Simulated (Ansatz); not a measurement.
Reactions of CH6GeO, SMILES `C[O][GeH3]`.

Program: Ansatz. Geometries: PBE0-D4/def2-TZVP. ΔE: electronic, gas phase. CCSD(T)/CBS is the MP2 limit (def2-TZVPP, def2-QZVPP) plus CCSD(T) − MP2 in def2-TZVPP, frozen cores. This one scheme is used for every species. DFT in def2-TZVPP. For Ge, Se, Ti outer-core shells are correlated without core-valence functions, which leaves a few kJ/mol of doubt a bond. Scalar relativity is left out up to krypton. Each species was taken in one conformer, which may not be the lowest.

```csv
reaction,MP2/CBS(def2) (kJ/mol),PBE0-D4 (kJ/mol),CCSD(T)/CBS(def2) (kJ/mol)
`C[O][GeH3]` + `[SiH3][SiH2][SiH3]` → `[SiH3][SiH2][SiH2][GeH3]` + CH₃OH,-3,-15,-5
`C[O][GeH3]` + `O[SiH](O)O` → `O[SiH](O)[O][GeH3]` + CH₃OH,-14,-14,-15
`C[O][GeH3]` + `C=[Se]` → `[GeH3][CH]=[Se]` + CH₃OH,26,26,29
`C[O][GeH3]` + `N=CF` → `C/N=C\F` + `[OH][GeH3]`,-39,-36,-35
`C[O][GeH3]` + `[OH][Ti]([F])([Cl])[SeH]` → `C[Se][Ti]([OH])([F])[Cl]` + `[OH][GeH3]`,-63,-50,-55
`C[O][GeH3]` + `CSS` → `CS[S][GeH3]` + CH₃OH,-31,-33,-28
`C[O][GeH3]` + `OC#C[SiH3]` → `[SiH3]C#C[O][GeH3]` + CH₃OH,-23,-21,-21
`C[O][GeH3]` + `O[SiH2]O` → `O[SiH2][O][GeH3]` + CH₃OH,-13,-14,-15
```

Largest T1 diagnostic: 0.023, for `[OH][Ti]([F])([Cl])[SeH]`.
